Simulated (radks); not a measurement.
Results of a calculation; reference values are marked as such.
Q: Pr2+, 57 electrons, occupied as [Xe] 4f3. Level of theory: scalar-relativistic Kohn-Sham, LDA (Slater exchange, VWN5 correlation), spin-polarised, spherical densities, finite nucleus; open shells are filled with parallel spins first (spin-orbit coupling, left out, can overturn this in heavy ions); Fermi nuclear charge, rms radius 4.8919 fm (a radial shooting solver on a logarithmic mesh with Libxc functionals). Some entries of the table are withheld. Estimate them.

| orbital | occ. | eigenvalue (eV) | <r^2> (bohr^2) | r(max) (bohr) |
|---|---|---|---|---|
| 1s down | 1 | -41782.43 | 0.0007908 | 0.01543 |
| 1s up | 1 | -41782.43 | 0.0007908 | 0.01543 |
| 2s up | 1 | -6733.420 | 0.01255 | 0.08733 |
| 2s down | 1 | -6733.402 | 0.01255 | 0.08733 |
| 2p up | 3 | -6029.690 | 0.01001 | 0.07029 |
| 2p down | 3 | -6029.678 | 0.01001 | 0.07029 |
| 3s up | 1 | -1462.160 | 0.08499 | 0.2494 |
| 3s down | 1 | -1461.394 | 0.08494 | 0.2493 |
| 3p up | 3 | -1239.180 | 0.08496 | 0.2441 |
| 3p down | 3 | -1238.421 | 0.08489 | 0.2440 |
| 3d up | 5 | -925.0882 | 0.07228 | 0.2004 |
| 3d down | 5 | -924.4897 | 0.07219 | 0.2003 |
| 4s up | 1 | -301.0419 | 0.4382 | 0.5791 |
| 4s down | 1 | -298.9992 | 0.4380 | 0.5789 |
| 4p up | 3 | -228.1504 | 0.4957 | 0.6046 |
| 4p down | 3 | -226.0945 | 0.4955 | 0.6044 |
| 4d up | 5 | -123.8484 | 0.6156 | 0.6359 |
| 4d down | 5 | -121.7894 | 0.6161 | 0.6355 |
| 5s up | 1 | -52.5174 | 2.526 | 1.348 |
| 5s down | 1 | -51.1761 | 2.564 | 1.354 |
| 5p up | 3 | -34.7330 | 3.442 | 1.526 |
| 5p down | 3 | -33.6729 | 3.518 | 1.538 |
| 4f up | 3 | -14.7862 | 1.707 | 0.6929 |
| 5d up | 0 | -13.8488 | 7.763 | 2.131 |
| 5d down | 0 | -13.3231 | 8.106 | 2.171 |
| 6s up | 0 | -13.3020 | 14.85 | (1) |
| 4f down | 0 | -13.0262 | 1.886 | 0.6946 |
| 6s down | 0 | -13.0198 | 15.21 | (2) |
| 6p up | 0 | -9.4609 | 22.02 | 4.016 |
| 6p down | 0 | -9.2605 | 22.68 | 4.074 |
| 5f up | 0 | -3.9289 | 58.08 | 6.127 |
| 5f down | 0 | -3.8654 | 60.93 | 6.325 |

A: 
(1) 6s up r(max) (bohr): 3.321
(2) 6s down r(max) (bohr): 3.358
